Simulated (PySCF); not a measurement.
SnFI, SMILES [F][Sn][I] (connectivity only; charge and spin as stated), neutral, multiplicity 1.

Geometry: B3LYP-D3(BJ)/def2-TZVP. The def2 effective core potentials stand for the cores of I, Sn; spin–orbit coupling is left out.

Method: C-PCM-B3LYP/def2-SVP run with PySCF 2.14.0.

The values are the electrostatic part of the solvation free energy, E(continuum) − E(gas) at the gas-phase geometry, in a cavity of scaled van der Waals radii (PySCF's table); cavitation and dispersion terms are not included. A continuum can't describe solvent molecules that bind to the metal. In vacuum the orbital gap is 3.95 eV. The dipole moment in vacuum is 3.28 D.

Computed values in water (ε = 78.36), n-hexane (ε = 1.88), ethylethanoate (ε = 5.99):
| solvent | ε | ΔG(elec) (kcal/mol) | dipole (D) | gap (eV) |
|---|---|---|---|---|
| water | 78.36 | -6.3 | 4.60 | 4.34 |
| n-hexane | 1.88 | -2.7 | 3.80 | 4.12 |
| ethylethanoate | 5.99 | -5.2 | 4.33 | 4.27 |
